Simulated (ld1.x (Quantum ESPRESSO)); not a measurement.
# Ranking TM potentials for boron (B)

All share these settings but for the change named:

B, norm-conserving Troullier–Martins (Kleinman–Bylander form), made with ld1.x (Quantum ESPRESSO) 7.5 (LDA (PZ), non-relativistic). Core [He], reference 2s1.5 2p0 (charge +1.5). Waves: 2s (bound): rc 1.05 bohr; 2p (bound, empty): rc 2.00 bohr; 3d channel at 0.05 Ry: rc 2.05 bohr. Local part: all-electron potential smoothed inside 1.35 bohr (lloc = -1). Core correction: Bessel-smoothed model core inside 0.90 bohr.

Cutoff: the first of the cutoffs (Ry, on a coarse ladder) from which the occupation-weighted sum of valence levels, in a spherical-Bessel basis at the reference potential, stays within 10 and 1 mRy of its value at 400 Ry; the density cutoff is not measured.

The base gives 40 Ry.

Of 9 variants that were run, those that failed, showed a ghost or another fault, or gave nearly equal values are left out.

A variant can come out equal or close to the base.

Rank these variants from softest to hardest (loose cutoff).
A. wave 2s (bound): rc 1.05 bohr becomes 2s (bound): rc 1.14 bohr
B. functional BLYP
C. wave 3d channel at 0.05 Ry: rc 2.05 bohr becomes 3d channel at 2.77 Ry: rc 2.05 bohr

A (21 Ry), B (25 Ry), C (40 Ry).
